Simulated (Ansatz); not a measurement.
**Ligand exchange: C2H9ClSi2 + GaF → C2H9FSi2 + GaCl**

Species: C2H9ClSi2 `CC[SiH]([SiH3])Cl`, singlet; GaF, singlet; C2H9FSi2 `CC[SiH](F)[SiH3]`, singlet; GaCl, singlet. The partners trade Cl for F: Si–Cl and Ga–F bonds give way to Si–F and Ga–Cl.

Shapes, held fixed at every level: PBE0-D4/def2-TZVP. Flexible molecules stand in one conformer, not always the lowest. Programs: Ansatz 0.2.0. Electronic energies: no zero-point or thermal term.

Q: Estimate ΔE of this reaction.

A: The highest level, CCSD(T)/def2-TZVPP, gives ΔE = -49.4 kJ/mol; the levels span -68.9 to -44.9. The column of differences is taken from that level and isn't an error. No measured value is set beside it here. Relativity is left out for Ga. Outer-core shells of Ga are correlated, in sets that cover them unevenly.

```tsv
level	kind	ΔE (kJ/mol)	less CCSD(T)/def2-TZVPP
HF/def2-TZVPP	Hartree–Fock	-68.9	-19.5
B3LYP-D4/def2-TZVPP	global hybrid	-49.8	-0.4
PBE0-D4/def2-TZVPP	global hybrid	-46.8	+2.6
wB97M-V/def2-TZVPP	range-separated hybrid	-46.9	+2.5
wB97X-V/def2-TZVPP	range-separated hybrid	-44.9	+4.5
CCSD/def2-TZVPP	coupled cluster or CI	-52.7	-3.3
CCSD(T)/def2-TZVPP	coupled cluster or CI	-49.4	0.0
```
